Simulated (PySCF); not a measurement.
From computed data to an observable: oscillator strength and radiative lifetime

H6O2Si2, SMILES [SiH2](O)O[SiH3].

Coordinates come from a PBE-D3(BJ)/def2-SVP optimisation. Other conformers were not sampled.

TDDFT-CAM-B3LYP/def2-SVPD (PySCF) puts the first singlet state with f over 0.02 at 8.15 eV (vertical), with the transition dipole (0.389, -0.018, -0.189) in atomic units.

Question: Find the oscillator strength, the wavelength and the radiative lifetime that this transition would have in vacuum if emission retraced absorption.

Answer: 
|μ|² = 0.1874 au, so |μ| = 1.10 D. ΔE = 8.15/27.211 = 0.2995 hartree. f = (2/3) ΔE |μ|² = 0.037 (the program prints 0.037).
λ = 1239.84/8.15 = 152 nm; ν = 65734 cm⁻¹.
Einstein's coefficient A = 0.6670 ν² f s⁻¹ (ν in cm⁻¹) = 1.1e8 s⁻¹, so τ = 1/A = 9.3 ns. This state is S4; the lower singlets have f = 0.003, 0.001, 0.011. The figure is the radiative limit of this one transition; relaxation, internal conversion, crossing to triplets and a medium change what is measured.
